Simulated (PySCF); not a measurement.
Trend along the alkali metals: MH anions

CCSD(T) with double-zeta basis sets in PySCF, for the lowest determinant that a PBE0 search found; no spin–orbit coupling. De refers to high-spin ground-configuration atoms (the charge goes to the atom of lower measured ionisation energy or higher electron affinity, which is not always the lowest computed limit).

```csv
M,basis,"reference, frozen orbitals",charged atom,state (unpaired electrons),Re (Å),ωe (cm⁻¹),De (eV)
Li,aug-pcseg-1,"UHF, 0",H−,doublet (σ ↑),1.685,1132,1.94
Na,aug-pcseg-1,"UHF, 1",H−,doublet (σ ↑),2.070,841,1.47
K,aug-pcseg-1,"UHF, 5",H−,doublet (σ ↑),2.455,713,1.41
Rb,aug-cc-pVDZ-X2C/aug-cc-pVDZ-DK,"UHF, 9",H−,doublet (σ ↑),2.586,716,1.40
```

The shortest bond is that of LiH⁻ (1.685 Å), the longest that of RbH⁻ (2.586 Å).

The rows differ in basis set, which adds steps of its own.

Down a group the atoms grow and get heavier, so bonds lengthen and wavenumbers fall; this series shows no clear exception.

Correlated steps freeze the inner cores (0 to 9 orbitals); shallow outer-core shells are correlated. Correlated levels converge slowly with the basis: in double zeta they bind strong bonds too weakly, by up to about 1 eV, and carry superposition errors of some tenths. Spin–orbit coupling is left out. For an ion De counts to the pair picked by the measured ionisation energies or electron affinities, which need not be the lowest pair at this level. States were picked by a PBE0 search and need not be the measured ground states.
